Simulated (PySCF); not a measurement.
PySCF input (M06-2X/def2-TZVPD):

```python
from pyscf import gto, scf, dft

mol = gto.M(
    atom='''
    Cl    2.20117906    0.66357172   -0.00536219
    C     1.04587591   -0.72740512   -0.04515045
    C    -0.22361785   -0.35495185   -0.01120358
    Cl   -0.98245898    1.29616010    0.06745311
    Cl   -1.50892881   -1.57772348   -0.04220127
    ''',
    basis='def2-tzvpd',
    charge=-1,
    spin=0,
    verbose=4,
)

mf = dft.RKS(mol, xc='m062x').density_fit(auxbasis='def2-universal-jkfit')
mf.grids.level = 4
mf.conv_tol = 1e-9
mf.max_cycle = 100
mf.max_memory = 1500
mf.kernel()
if not mf.converged:
    mf = mf.newton()
    mf.kernel(mf.make_rdm1())
mf.analyze()
```

Output:

```
PySCF version 2.14.0

[INPUT] verbose = 4
[INPUT] num. atoms = 5
[INPUT] num. electrons = 64
[INPUT] charge = -1
[INPUT] spin (= nelec alpha-beta = 2S) = 0
[INPUT] symmetry False subgroup None
[INPUT] Mole.unit = angstrom
[INPUT] Symbol           X                Y                Z      unit          X                Y                Z       unit  Magmom
[INPUT]  1 Cl     2.201179060000   0.663571720000  -0.005362190000 AA    4.159625574528   1.253968814807  -0.010133070528 Bohr   0.0
[INPUT]  2 C      1.045875910000  -0.727405120000  -0.045150450000 AA    1.976419030180  -1.374596458406  -0.085321984901 Bohr   0.0
[INPUT]  3 C     -0.223617850000  -0.354951850000  -0.011203580000 AA   -0.422576493064  -0.670761783908  -0.021171697815 Bohr   0.0
[INPUT]  4 Cl    -0.982458980000   1.296160100000   0.067453110000 AA   -1.856578400820   2.449387602589   0.127467904150 Bohr   0.0
[INPUT]  5 Cl    -1.508928810000  -1.577723480000  -0.042201270000 AA   -2.851462192366  -2.981465277496  -0.079748842409 Bohr   0.0

nuclear repulsion = 298.420314588751
number of shells = 74
number of NR pGTOs = 320
number of NR cGTOs = 212
basis = def2-tzvpd
ecp = {}

******** <class 'pyscf.df.df_jk.DFRKS'> ********
method = DFRKS
initial guess = minao
damping factor = 0
level_shift factor = 0
DIIS = <class 'pyscf.scf.diis.CDIIS'>
diis_start_cycle = 1
diis_space = 8
diis_damp = 0
SCF conv_tol = 1e-09
SCF conv_tol_grad = None
SCF max_cycles = 100
direct_scf = False
XC library pyscf.dft.libxc version 7.1.2
    S. Lehtola, C. Steigemann, M. J. T. Oliveira, and M. A. L. Marques,  SoftwareX 7, 1–5 (2018)
XC functionals = m062x
    Y. Zhao and D. G. Truhlar,  Theor. Chem. Acc. 120, 215 (2008)
    Y. Zhao and D. G. Truhlar,  Theor. Chem. Acc. 120, 215 (2008)
radial grids:
    Treutler-Ahlrichs [JCP 102, 346 (1995); DOI:10.1063/1.469408] (M4) radial grids

becke partition: Becke, JCP 88, 2547 (1988); DOI:10.1063/1.454033
pruning grids: <function nwchem_prune>
grids dens level: 4
symmetrized grids: False
atomic radii adjust function: <function treutler_atomic_radii_adjust>
small_rho_cutoff = 0
Set gradient conv threshold to 3.16228e-05
Initial guess from minao.
tot grids = 143288
******** <class 'pyscf.df.df.DF'> ********
auxbasis = def2-universal-jkfit
init E= -1457.2189739437
  HOMO = -0.248825486105211  LUMO = -0.0467791512887862  gap/eV = 5.49796
cycle= 1 E= -1456.73666890428  delta_E= 0.482  |g|= 0.421  |ddm|= 2.68
  HOMO = -0.0602828794070653  LUMO = 0.115765876136859  gap/eV = 4.79053
cycle= 2 E= -1456.71755938028  delta_E= 0.0191  |g|= 0.564  |ddm|= 1.18
[...]
cycle= 11 E= -1456.78967732279  delta_E= -4.34e-10  |g|= 7.68e-06  |ddm|= 0.000117
  HOMO = -0.0953166137340452  LUMO = 0.118179516389352  gap/eV = 5.80953
Extra cycle  E= -1456.7896773228  delta_E= -1.21e-11  |g|= 6.8e-06  |ddm|= 2.51e-05
converged SCF energy = -1456.7896773228
**** SCF Summaries ****
Total Energy =                       -1456.789677322798298
Nuclear Repulsion Energy =             298.420314588751069
One-electron Energy =                -2615.490090639078062
Two-electron Energy =                  860.280098727528639
Two-electron Coulomb Energy =          955.995945051450008
DFT Exchange-Correlation Energy =      -95.715846323921426
HOMO-LUMO gap [eV] =                     5.809525610563922
**** MO energy ****
MO #1   energy= -102.490449553842  occ= 2
MO #2   energy= -102.483746875118  occ= 2
MO #3   energy= -102.46331893209   occ= 2
MO #4   energy= -10.4574980237352  occ= 2
MO #5   energy= -10.3839666992535  occ= 2
MO #6   energy= -9.65256781438813  occ= 2
MO #7   energy= -9.64558159736101  occ= 2
MO #8   energy= -9.62500918857054  occ= 2
MO #9   energy= -7.3744838394482   occ= 2
MO #10  energy= -7.369573451305    occ= 2
MO #11  energy= -7.36951594627241  occ= 2
MO #12  energy= -7.36734250330941  occ= 2
MO #13  energy= -7.3626755102404   occ= 2
MO #14  energy= -7.36256044608952  occ= 2
MO #15  energy= -7.34654141689838  occ= 2
MO #16  energy= -7.3425047399593   occ= 2
MO #17  energy= -7.34198153566997  occ= 2
MO #18  energy= -0.825891973719614 occ= 2
MO #19  energy= -0.760270121404885 occ= 2
MO #20  energy= -0.745381867065869 occ= 2
MO #21  energy= -0.612838243995117 occ= 2
MO #22  energy= -0.419881210179881 occ= 2
MO #23  energy= -0.345756831308467 occ= 2
MO #24  energy= -0.310919450904781 occ= 2
MO #25  energy= -0.296491107776986 occ= 2
MO #26  energy= -0.238229075933112 occ= 2
MO #27  energy= -0.232077377710293 occ= 2
MO #28  energy= -0.224014072602392 occ= 2
MO #29  energy= -0.223225224454181 occ= 2
MO #30  energy= -0.19656103011436  occ= 2
MO #31  energy= -0.117395673267381 occ= 2
MO #32  energy= -0.0953166137340452 occ= 2
MO #33  energy= 0.118179516389352  occ= 0
MO #34  energy= 0.126831828004695  occ= 0
MO #35  energy= 0.135894677892539  occ= 0
MO #36  energy= 0.163895796122462  occ= 0
MO #37  energy= 0.165335974060794  occ= 0
MO #38  energy= 0.176197689456783  occ= 0
MO #39  energy= 0.180183816887503  occ= 0
MO #40  energy= 0.184892869212154  occ= 0
MO #41  energy= 0.188460004372494  occ= 0
MO #42  energy= 0.197234078262328  occ= 0
MO #43  energy= 0.208240393534239  occ= 0
MO #44  energy= 0.223136705686662  occ= 0
MO #45  energy= 0.223901751055841  occ= 0
MO #46  energy= 0.249771601235121  occ= 0
MO #47  energy= 0.2885035178252    occ= 0
MO #48  energy= 0.299352556200926  occ= 0
MO #49  energy= 0.311068618058415  occ= 0
MO #50  energy= 0.330863506367563  occ= 0
MO #51  energy= 0.341596833845367  occ= 0
MO #52  energy= 0.356112539420149  occ= 0
MO #53  energy= 0.366960095740514  occ= 0
MO #54  energy= 0.385288067931624  occ= 0
MO #55  energy= 0.391318720893302  occ= 0
MO #56  energy= 0.394143694829368  occ= 0
MO #57  energy= 0.406970457762739  occ= 0
MO #58  energy= 0.408595088815101  occ= 0
MO #59  energy= 0.417978624768152  occ= 0
MO #60  energy= 0.420710424115052  occ= 0
MO #61  energy= 0.431985718092209  occ= 0
MO #62  energy= 0.436871687127052  occ= 0
MO #63  energy= 0.443827892433242  occ= 0
MO #64  energy= 0.445373830060497  occ= 0
MO #65  energy= 0.453718674871305  occ= 0
MO #66  energy= 0.462037344159197  occ= 0
MO #67  energy= 0.479159343596775  occ= 0
MO #68  energy= 0.487613425991254  occ= 0
MO #69  energy= 0.498123024714509  occ= 0
MO #70  energy= 0.510175359668631  occ= 0
MO #71  energy= 0.520961137113407  occ= 0
MO #72  energy= 0.549763151654231  occ= 0
MO #73  energy= 0.557888868128066  occ= 0
MO #74  energy= 0.566035001106207  occ= 0
MO #75  energy= 0.578357876191238  occ= 0
MO #76  energy= 0.616616784080367  occ= 0
MO #77  energy= 0.628604700990296  occ= 0
MO #78  energy= 0.644382843988739  occ= 0
MO #79  energy= 0.650020726464628  occ= 0
MO #80  energy= 0.680493026886218  occ= 0
MO #81  energy= 0.70552264108186   occ= 0
MO #82  energy= 0.744701779146906  occ= 0
MO #83  energy= 0.746789949868719  occ= 0
MO #84  energy= 0.762245238528191  occ= 0
MO #85  energy= 0.769053134365287  occ= 0
MO #86  energy= 0.801810914404908  occ= 0
MO #87  energy= 0.803935871887143  occ= 0
MO #88  energy= 0.805714367688204  occ= 0
MO #89  energy= 0.809456193841317  occ= 0
MO #90  energy= 0.821586957132775  occ= 0
MO #91  energy= 0.828266764014878  occ= 0
MO #92  energy= 0.834532898866863  occ= 0
MO #93  energy= 0.845854511950384  occ= 0
MO #94  energy= 0.851061188332816  occ= 0
MO #95  energy= 0.861126272749547  occ= 0
MO #96  energy= 0.861747127029911  occ= 0
MO #97  energy= 0.88408146880097   occ= 0
MO #98  energy= 0.89978812879237   occ= 0
MO #99  energy= 0.914429409561231  occ= 0
MO #100 energy= 0.922972624491868  occ= 0
MO #101 energy= 0.924958746436953  occ= 0
MO #102 energy= 0.936244619776637  occ= 0
MO #103 energy= 0.956451680112857  occ= 0
MO #104 energy= 0.981736155646906  occ= 0
MO #105 energy= 0.995870676889646  occ= 0
MO #106 energy= 1.01689208332452   occ= 0
MO #107 energy= 1.04331436980458   occ= 0
[...]
```

It need not be the lowest isomer of its formula. Whether it binds its extra electron was not tested at this geometry.
